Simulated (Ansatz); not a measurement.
```xyz
10

O     0.042   -2.290   -0.666
C     0.420   -1.043   -0.334
C    -0.376    0.007   -0.136
C     0.149    1.328    0.218
I    -0.286    1.873    2.293
H    -0.919   -2.332   -0.721
H     1.499   -0.972   -0.240
H    -1.455   -0.105   -0.221
H    -0.307    2.144   -0.337
H     1.232    1.389    0.146
```

The species carries charge 0 and has multiplicity 1. I takes the def2 core potential.

List the ωB97M-V/def2-TZVPP orbital energies in eV (Ansatz). (An estimate is asked.)

The calculation gave: Occupied: -527.33, -283.49, -282.99, -281.68, -190.35, -136.18, -135.88, -135.88, -55.07, -54.98, -54.97, -54.72, -54.72, -32.95, -25.52, -22.86, -20.92, -19.83, -17.45, -16.21, -14.80, -14.33, -13.62, -13.20, -12.35, -9.49, -9.32, -8.84. Lowest empty: 0.84, 2.29, 2.71, 3.39, 3.48, 4.45, 4.68, 5.53.
